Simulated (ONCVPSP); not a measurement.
**Which change was made? (Mo, ONCV)**

ONCVPSP 4.0.1 input, shortened (lines: element, Z, core and valence counts, functional; n l f; lmax; l rc ep ncon nbas qcut; lloc lpopt rc5 dvloc0; l nproj debl; icmod fcfact rcfact), LDA (Perdew-Zunger), scalar-relativistic:

```
  Mo 42.00    6    4        3      upf
    1    0    2.00
    2    0    2.00
    2    1    6.00
    3    0    2.00
    3    1    6.00
    3    2   10.00
    4    0    2.00
    4    1    6.00
    4    2    4.00
    5    0    2.00
    2
    0    1.65    0.00    3    7    8.30
    1    1.75    0.00    3    6    6.80
    2    2.65    0.00    3    7    7.20
    4    5    1.60    0.00
    0    3    1.10
    1    1    1.20
    2    2    0.30
    2    0.30    0.95
```

Cutoffs, loose and tight: the cutoffs (Ha) at which the residual kinetic energy of the hardest occupied pseudo-wave falls to 1 and 0.1 mHa per electron. They do not see the model core or the augmentation charge, which bear on the density cutoff. Test errors are all-electron minus pseudo excitation energies from the reference, over the configurations 4s2 4p6 4d5 5s1; 4s2 4p6 4d5 5s0; 4s2 4p6 4d4 5s0; 4s2 4p6 4d5.5 5s0.5; variants that change the core or the reference have their own tests.

The base gives: outcome: generated; cutoff, loose: 22 Ha; cutoff, tight: 26 Ha; bound ghosts: none; GHOST(+) flags above zero: s; largest test error (meV): +16.

Question: After one change the result is: outcome: generated; cutoff, loose: 14 Ha; cutoff, tight: 21 Ha; bound ghosts: none; GHOST(+) flags above zero: s; largest test error (meV): +59. Which change was it?
A. d: qcut 8.8
B. d: rc 3.28
C. d: qcut 6.2
D. s: qcut 6; p: qcut 4.9; d: qcut 5.2
E. p: nproj 2

Answer: D. The others give: d: rc 3.28 → outcome: generated; cutoff, loose: 22 Ha; cutoff, tight: 26 Ha; bound ghosts: none; GHOST(+) flags above zero: s; largest test error (meV): +71 | d: qcut 6.2 → outcome: generated; cutoff, loose: 22 Ha; cutoff, tight: 26 Ha; bound ghosts: none; GHOST(+) flags above zero: s; largest test error (meV): +30 | p: nproj 2 → outcome: generated, projector energies reset by the program; cutoff, loose: 22 Ha; cutoff, tight: 26 Ha; bound ghosts: none; GHOST(+) flags above zero: s; largest test error (meV): +16 | d: qcut 8.8 → outcome: generated; cutoff, loose: 22 Ha; cutoff, tight: 26 Ha; bound ghosts: none; GHOST(+) flags above zero: s; largest test error (meV): +9.0.
